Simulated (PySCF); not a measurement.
# Peak assignment

Geometry:
```csv
atom,x (Å),y (Å),z (Å)
F1,-0.442,2.289,0.607
C2,0.122,1.133,0.278
C3,1.503,1.065,0.157
C4,2.093,-0.148,-0.191
C5,1.307,-1.277,-0.412
C6,-0.077,-1.192,-0.286
C7,-0.686,0.015,0.060
C8,-2.180,0.132,0.190
F9,-2.677,1.026,-0.668
F10,-2.539,0.515,1.417
F11,-2.783,-1.035,-0.056
H12,2.092,1.965,0.336
H13,3.180,-0.207,-0.291
H14,1.771,-2.227,-0.685
H15,-0.706,-2.067,-0.457
```

Calculated, not measured (PySCF 2.14.0 with density-fitted response routines): J: B3LYP/pcJ-1 (spin–dipole term only in couplings to heteroatoms), coordinates at the PBE0-D3(BJ)/def2-SVP level, shielding tensors at PBE/pcSseg-2 (GIAO). No relativistic terms, a single conformation, averaged over atoms made equivalent by symmetry, fast rotation or ring inversion, in vacuum.

Referencing at the same level of theory: $^{13}$C, $^{1}$H vs TMS.

Problem. Assign these signals to the numbered atoms. $^{13}$C{$^{1}$H} NMR (computed): δ 172.8 (dq, J = 325.9, 1.9 Hz), 140.5 (d, J = 5.6 Hz), 137.9 (q, J = 337.2 Hz), 134.5 (q, J = 4.7 Hz), 130.0, 129.2 (qd, J = 35.4, 9.7 Hz), 123.5 (d, J = 17.6 Hz).

Solution. 
| δ (ppm) | atoms | environment | reason |
| --- | --- | --- | --- |
| 172.8 | C2 | aromatic carbon bearing fluorine | σ withdrawal by the attached heteroatom moves it downfield of the ring CH carbons |
| 140.5 | C4 | aromatic CH | – |
| 137.9 | C8 | CF3 carbon | 3 electronegative neighbours deshield it |
| 134.5 | C6 | aromatic CH | the aromatic region |
| 130.0 | C5 | aromatic CH | – |
| 129.2 | C7 | substituted aromatic carbon | – |
| 123.5 | C3 | aromatic CH | – |

C5 and C7 lie closer than the usual error of such a calculation, so a measured spectrum could show them in the other order.

Problem. Assign these signals to the numbered atoms. $^{1}$H NMR (500 MHz, computed): δ 7.77 (ddd, J = 8.7, 6.5, 1.5 Hz, 1H), 7.61 (m, 1H), 7.29 (t, J = 8.5 Hz, 1H), 7.19 (dd, J = 10.3, 9.3 Hz, 1H).

Solution. 
7.77 → H15, hydrogen on an aromatic CH: aromatic region
7.61 → H13, hydrogen on an aromatic CH
7.29 → H14, hydrogen on an aromatic CH
7.19 → H12, hydrogen on an aromatic CH

H14 and H12 lie closer than the usual error of such a calculation, so a measured spectrum could show them in the other order.

C–F couplings over four or more bonds (about 3 Hz to the para carbon of a fluoroarene) are left out. Common functionals overestimate the size of one-bond C–F couplings by tens of Hz; these are unscaled. Multiplet labels drop couplings under 1 Hz and merge nearly equal ones. Unscaled 3J(H,H) at this level run about 10 % above measured values. Shifts are as computed, not scaled to solution data. Of 1313 compounds with measured shifts, 239 miss one by over three times the rms of a fit or turn the order of signals round; such compounds aren't used in these exercises.
